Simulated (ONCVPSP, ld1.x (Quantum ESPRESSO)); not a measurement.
# Potentials for chromium compared

Generated with ld1.x 7.5 (TM, RRKJ, ultrasoft, PAW), atompaw 4.2 or ONCVPSP 4.0.1. The cutoff is in Ry: for ld1.x and atompaw files where the sum of valence levels is converged to 10 mRy in a Bessel basis, for ONCV files where the hardest occupied wave has 1 mHa per electron of residual kinetic energy. The error is the largest all-electron minus pseudo excitation energy over each file’s own four to seven test configurations (ionisations up to +4, promotions, holes and added fractions of an electron), all of which were solved. The labels leave out finer settings (local radius, basis sizes, second energies), which also bear on the numbers. Spin-polarised tests are not counted. The rows are a selection from randomly drawn settings: files with unsolved tests, undetermined cutoffs or missed reference levels are left out.

```csv
potential,cutoff (Ry),largest error (meV),bound ghosts
"ONCV, PBE, scalar-relativistic, rc 0.95/1.35/1.05 (spd), local smoothed, core correction yes, reference 3s2 3p6 3d3, qcut 5.9/11.5/10, projectors 2/2/2",501,+25,none
"ONCV, PBE, scalar-relativistic, rc 0.85/1.30/2.20 (spd), local smoothed, core correction yes, reference 3s2 3p6 3d5, qcut 9/9.8/7, projectors 2/2/2",131,+561,none
```

(1) Fill in the row for Cr: ONCV, PBE, scalar-relativistic, rc 1.25/1.90/2.25 (spd), local smoothed, core correction yes, reference 3s2 3p6 3d5 4p1, qcut 7.3/9.1/6.3, projectors 2/2/1.

(2) Fill in the row for Cr: RRKJ, revPBE, scalar-relativistic, rc 0.95/1.55/1.35 (spd), local s, core correction no, reference 3s2 3p6 3d3 4s0 4p0.

(3) Fill in the row for Cr: ONCV, BLYP, non-relativistic, rc 1.35/1.25/1.15 (spd), local smoothed, core correction yes, reference 3s2 3p6 3d5 4s0.5, qcut 11.2/10.6/15, projectors 2/2/1.

Results:

(1) cutoff 53 Ry, largest error +22 meV, bound ghosts: none.

(2) cutoff 140 Ry, largest error +66 meV, bound ghosts: none.

(3) cutoff 154 Ry, largest error -18 meV, bound ghosts: none.
